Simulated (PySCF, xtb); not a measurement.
Ga(Cl)(SH)2 (ClGaH₂S₂), SMILES [SH][Ga]([SH])[Cl].

GFN2-xTB (xtb) at its own geometry gives an orbital gap of 3.26 eV and a dipole moment of 1.88 D.

Geometry: PBE0-D3(BJ)/def2-SVP. The structure was generated by enumeration; whether it is a known compound was not checked. Other conformers were not sampled.

Question: What does PBE/def2-TZVP (PySCF) give? (The exact figures need the calculation; the answer reports its results.)

Answer: gap 4.52 eV (levels -6.71 and -2.19 eV), dipole 2.46 D.
